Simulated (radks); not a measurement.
Values are calculated unless marked as measured or tabulated.
Task: These are the eigenvalues of the occupied orbitals of an atom or ion with whole-number occupations (eV). Level of theory: scalar-relativistic Kohn-Sham, PBE, spin-polarised, spherical densities, finite nucleus; Fermi nuclear charge, rms radius of each element as measured or else 0.836 A^(1/3) + 0.57 fm (a radial shooting solver on a logarithmic mesh with Libxc functionals).

| orbital | eigenvalue |
|---|---|
| 1s up | -3612.830 |
| 1s down | -3612.165 |
| 2s up | -439.6943 |
| 2s down | -439.0774 |
| 2p up | -367.0427 |
| 2p down | -366.1766 |
| 3s up | -109.2614 |
| 3s down | -105.1324 |
| 3p up | -90.7083 |

Which element is it, and in what charge state? The configuration may be excited. Open shells, if any, are filled with parallel spins first.

Result: Z = 19, potassium, charge +5: K5+ in [Ne] 3s2 3p2. The list shows which subshells hold electrons but not how many an open one holds; the 1s level, -132.77 hartree, gives Z - s = 16.3 by -(Z - s)^2/2, which with screening and relativity narrows Z to a few neighbours, and the depths of the outer levels then fix element, charge and occupations together.
